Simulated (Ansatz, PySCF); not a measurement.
Species: trichloro(methyl)silane, CH3Cl3Si, net charge 0, singlet state. 
Geometry from a B3LYP-D3(BJ)/def2-TZVP (Ansatz, a first-principles code) optimisation:
SMILES: C[Si](Cl)(Cl)Cl
```xyz
8

C     -2.0627    -0.3957     0.0885
Si    -0.2519    -0.0483     0.0108
Cl     0.6454    -1.2184    -1.4133
Cl     0.0845     1.9175    -0.4631
Cl     0.6341    -0.4375     1.8180
H     -2.2311    -1.4433     0.3411
H     -2.5306     0.2313     0.8485
H     -2.5246    -0.1857    -0.8770
```
Charge 0, spin multiplicity 1.

Total electronic energies in hartree. Cores are frozen in the correlated levels unless marked. Spin-orbit coupling is left out. No relativistic terms. CBS(X,Y): correlation extrapolated as X^-3; Hartree-Fock from the larger set. The bracket is a focal-point correction in the basis named.

| level | program | energy (Eh) |
|---|---|---|
| HF/aug-cc-pV(D+d)Z | Ansatz | -1707.26018 |
| HF/cc-pVTZ | Ansatz | -1707.31899 |
| HF/aug-cc-pV(Q+d)Z | Ansatz | -1707.34273 |
| PBE0-D3(BJ)/def2-TZVPD | Ansatz + dftd3 | -1709.63976 |
| TPSSh/def2-TZVPD | PySCF | ___ |
| CCSD/aug-cc-pV(D+d)Z | Ansatz | -1708.01246 |
| CCSD(T)/6-31G | Ansatz | -1707.29125 |
| CCSD(T)/6-31G* | Ansatz | -1707.81653 |
| RI-MP2/CBS(aug-cc-pV(T+d)Z,aug-cc-pV(Q+d)Z)+[CCSD(T)-MP2]/aug-cc-pV(T+d)Z | Ansatz | -1708.4418 |

Task: Complete the blanks.

Result: 
- TPSSh/def2-TZVPD, energy (Eh): -1710.31564
